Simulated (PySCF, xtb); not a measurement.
C2H9FSi3, SMILES [Si@H]1([C@H](C[SiH2]1)F)[SiH3].

Harmonic wavenumbers (cm⁻¹) from xtb 6.7.1 with GFN2-xTB at its own minimum, in rising order: 30, 55, 85, 104, 247, 307, 356, 378, 398, 425, 432, 489, 502, 516, 613, 622, 631, 736, 747, 778, 805, 810, 821, 975, 1036, 1075, 1198, 1226, 1302, 1478, 2113, 2190, 2209, 2232, 2237, 2244, 2893, 2986, 3001.

Q: What does PBE-D3(BJ)/def2-SVP in PySCF 2.14.0 give at its own minimum? (Estimate from the structure and the level; the computed values follow.)

A: 72, 79, 90, 129, 239, 310, 360, 375, 412, 434, 487, 510, 543, 604, 636, 665, 692, 697, 801, 837, 898, 899, 901, 957, 1028, 1039, 1100, 1194, 1304, 1377, 2139, 2148, 2158, 2164, 2165, 2177, 2934, 2979, 3047. Paired by order, the mean absolute difference is 41 cm⁻¹ and the zero-point energies are 59.0 and 59.4 kcal/mol.
